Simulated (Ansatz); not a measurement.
System: ZrH4 (charge -1, doublet). The spin state was set by rule; other spins were not relaxed. 
Coordinates optimised at B3LYP-D3(BJ)/def2-TZVP (Ansatz, a first-principles code):
```
Zr
H 1 1.9409
H 1 1.9409 2 103.67
H 1 1.9409 2 121.82 3 -115.93
H 1 1.9409 2 103.67 3 128.14
```
Charge -1, spin multiplicity 2.

### Question
Give the harmonic wavenumbers at B3LYP-D3(BJ)/def2-TZVP (Ansatz, finite differences of forces, unscaled).

### Answer
402, 402, 426, 492, 557, 1383, 1398, 1398, 1501 cm⁻¹. Zero-point energy 11.4 kcal/mol.

### Question
From these and the geometry, give the ideal-gas thermochemistry at 298.15 K and 1 atm (rigid rotor, harmonic oscillator).

### Answer
Point group D2d, rotational symmetry number 4. Rotational constants 53.82, 53.82, 43.57 GHz. S(trans) 39.57, S(rot) 15.73, S(vib) 4.06, S(elec, spin only) 1.38, S 60.7 cal/(mol K). H(298) - H(0) 3.21 kcal/mol; G - E(el) -3.5 kcal/mol.
